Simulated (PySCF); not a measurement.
Bonds (- single, = double, # triple, : aromatic): C1=C2 1.336 Å, C2-O3 1.347 Å, O3-Si4 1.682 Å. C1 carries H5, H6; C2 carries H7; Si4 carries H8, H9, H10. H6 is cis to O3; H5 is trans to O3.

Geometry: PBE0-D3(BJ)/def2-SVP; GIAO absolute shieldings from PySCF 2.14, gas phase, non-relativistic, averaged over equivalent atoms.

At PBE0/pcSseg-1 (105 basis functions, 6.1 s wall time on 1 thread of an Arm Neoverse V1, shared host):
```json
{"atoms": "C2", "σ (ppm)": "25.7"}
{"atoms": "C1", "σ (ppm)": "90.1"}
{"atoms": "O3", "σ (ppm)": "229.1"}
{"atoms": "Si4", "σ (ppm)": "388.8"}
{"atoms": "H7", "σ (ppm)": "24.66"}
{"atoms": "H8/H9/H10", "σ (ppm)": "26.41"}
{"atoms": "H6", "σ (ppm)": "26.93"}
{"atoms": "H5", "σ (ppm)": "26.98"}
```

**Question.** Predict the values at HF/pcSseg-2 on the same geometry.

**Answer.** 
| atoms | σ at HF/pcSseg-2 | change |
| --- | --- | --- |
| C2 | 30.5 | +4.8 |
| C1 | 96.7 | +6.6 |
| O3 | 258.1 | +29.0 |
| Si4 | 426.1 | +37.3 |
| H7 | 25.01 | +0.35 |
| H8/H9/H10 | 27.15 | +0.74 |
| H6 | 27.35 | +0.42 |
| H5 | 27.39 | +0.41 |

The largest change is at Si4 (silicon bonded to O, 3 H). Cost: 235 basis functions, 9.4 s wall time on 1 thread of an Arm Neoverse V1, shared host.
